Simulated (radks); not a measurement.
Species: S5+. Configuration: [Ne] 3s1. All-electron calculation, scalar-relativistic Kohn-Sham, LB94 model potential, spin-polarised, spherical densities, finite nucleus; open shells are filled with parallel spins first; Fermi nuclear charge, rms radius 3.2611 fm. Program: a radial shooting solver on a logarithmic mesh with Libxc functionals.

Unscreened Slater integrals over Kohn-Sham orbitals (cm^-1). They are taken over the spin-up orbitals.

F0(3s,3s): 141570
F0(3s,2p): 186880
G1(3s,2p): 16784
F0(3s,2s): 184660
G0(3s,2s): 13273
F0(3s,1s): 208410
G0(3s,1s): 7221.0
F0(2p,2p): 462200
F2(2p,2p): 213830
F0(2p,2s): 435610
G1(2p,2s): 257690
F0(2p,1s): 646250
G1(2p,1s): 94499
F0(2s,2s): 418050
F0(2s,1s): 589080
G0(2s,1s): 48299
F0(1s,1s): 2139800
